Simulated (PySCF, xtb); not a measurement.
C₃H₆BNO, SMILES N1B(O)C(C1)=C. One conformer was computed; it need not be the lowest.

Harmonic wavenumbers (cm⁻¹) from GFN2-xTB in xtb at its own minimum, in rising order: 151, 233, 238, 403, 484, 526, 576, 611, 694, 729, 912, 916, 927, 990, 1045, 1101, 1104, 1181, 1207, 1276, 1408, 1442, 1484, 1754, 2885, 2918, 3062, 3110, 3465, 3623.

Problem. What does r2SCAN-D4/def2-SVP (PySCF) give at its own minimum? (Estimate from the structure and the level; the computed values follow.)

Solution. 166, 231, 246, 432, 446, 512, 621, 625, 730, 741, 875, 924, 944, 1000, 1019, 1130, 1146, 1180, 1239, 1324, 1424, 1470, 1548, 1760, 2988, 3043, 3114, 3215, 3642, 3865. Paired by order, the mean absolute difference is 46 cm⁻¹ and the zero-point energies are 57.8 and 59.5 kcal/mol.
